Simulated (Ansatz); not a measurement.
Relaxation of CH₅B₂F (9 atoms, charge 0, multiplicity 1), to a largest force component of 0.015 eV/Å in at most 40 steps.

Theory: Ansatz, RKS revPBE-D4/def2-SVP.

```xyz
9
Properties=species:S:1:pos:R:3
B -0.732 0.928 -0.587
C -0.359 -0.457 0.047
B 1.123 -0.409 0.558
F -0.617 -1.542 -0.800
H -0.960 1.000 -1.728
H -0.761 1.866 0.103
H -1.012 -0.617 0.917
H 1.597 -1.387 0.980
H 1.718 0.591 0.518
```

Question: Where does it end, and by what steps?

Answer: It converged. After 9 steps the energy has fallen by 0.514 eV; H9 moved furthest, 0.86 Å.

```json
{"step": "0", "energy less start (eV)": "0.0000", "largest force component (eV/Å)": "1.439", "accepted": "yes"}
{"step": "1", "energy less start (eV)": "-0.2842", "largest force component (eV/Å)": "0.456", "accepted": "yes"}
{"step": "2", "energy less start (eV)": "-0.3282", "largest force component (eV/Å)": "0.810", "accepted": "yes"}
{"step": "3", "energy less start (eV)": "-0.4402", "largest force component (eV/Å)": "0.483", "accepted": "yes"}
{"step": "4", "energy less start (eV)": "-0.4739", "largest force component (eV/Å)": "0.531", "accepted": "yes"}
{"step": "5", "energy less start (eV)": "-0.4900", "largest force component (eV/Å)": "0.416", "accepted": "yes"}
{"step": "6", "energy less start (eV)": "-0.5043", "largest force component (eV/Å)": "0.163", "accepted": "yes"}
{"step": "7", "energy less start (eV)": "-0.5137", "largest force component (eV/Å)": "0.023", "accepted": "yes"}
{"step": "8", "energy less start (eV)": "-0.5141", "largest force component (eV/Å)": "0.028", "accepted": "yes"}
{"step": "9", "energy less start (eV)": "-0.5144", "largest force component (eV/Å)": "0.004", "accepted": "yes"}
```

```xyz
9
Properties=species:S:1:pos:R:3
B -0.690 0.871 -0.689
C -0.378 -0.460 0.065
B 1.093 -0.424 0.586
F -0.758 -1.634 -0.596
H -1.055 0.842 -1.847
H -0.554 1.926 -0.103
H -0.972 -0.338 1.019
H 1.877 -1.289 0.253
H 1.435 0.480 1.320
```

Run time: 82 s on 1 thread of Intel(R) Xeon(R) Processor @ 2.50GHz (Skylake/Cascade Lake), with other jobs on the host, peak memory 0.13 GiB.
